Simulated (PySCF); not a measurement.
## A search over the determinants of CsBe

Unrestricted PBE0; Cs def2-TZVP with ECP46, Be def2-TZVP; scalar-relativistic core potentials (PySCF 2.14). Outer shells of the fragments: Cs 6s1; Be 2s2.

Followed along the bond (rough minima from three points):

```tsv
2Ms+1	unpaired	⟨S²⟩ at the start	R at minimum (Å)	Te (eV)
2	σ ↑	0.76	3.77	0.00
2	π ↑	0.75	3.17	0.39
4	σ ↑↑, π ↑	3.75	3.44	2.03
```

Solutions found at the starting distance of 3.165 Å, counted from the lowest of them; the search is not exhaustive and high or unbound solutions are not listed, so other states can lie among these:

| 2Ms+1 | unpaired | term | E (eV) | ⟨S²⟩ | ⟨Lz²⟩ | μ (D) |
| --- | --- | --- | --- | --- | --- | --- |
| 2 | σ ↑ | ²Σ⁺ | 0.00 | 0.76 | 0.00 | -3.64 |
| 2 | π ↑ | ²Π | 0.20 | 0.75 | 1.01 | -9.17 |
| 2 | δ ↑ | ²Δ | 1.80 | 0.75 | 4.00 | 0.90 |
| 4 | σ ↑↑, π ↑ | ⁴Π | 1.88 | 3.75 | 1.00 | -7.20 |
| 4 | σ ↑, π ↑↑ | ⁴Σ⁻ | 1.95 | 3.75 | 0.00 | -9.33 |
| 2 | σ ↑↑, π ↓ | mixed | 2.81 | 1.75 | 1.00 | -7.79 |
| 2 | σ ↑, π ↑↓ | mixed | 2.84 | 1.75 | 2.01 | -8.78 |
| 4 | σ ↑↑↑ | ⁴Σ⁺ | 2.85 | 3.75 | 0.00 | 1.90 |
| 2 | σ ↑ | mixed | 3.34 | 0.88 | 2.00 | -8.07 |
| 4 | σ ↑, π ↑↑ | mixed | 3.87 | 3.75 | 2.00 | 5.76 |

A term symbol is given only where ⟨S²⟩ and ⟨Lz²⟩ are close to those of a pure state; real π, δ and φ orbitals otherwise mix terms. A positive dipole means Cs(−)Be(+).

Q: Compare the gap between the two lowest followed solutions at the starting distance with the gap between their minima.

A: At PBE0 the second solution (doublet, unpaired electrons π ↑) lies +0.20 eV from the first (doublet, unpaired electrons σ ↑) at 3.165 Å and +0.39 eV at the minima; the two curves relax by different amounts, since their minima lie near 3.17 and 3.77 Å.

Spin–orbit coupling is left out. Counting both spins, an empty level lies below a filled one in some of these solutions, because spin and occupation are held.
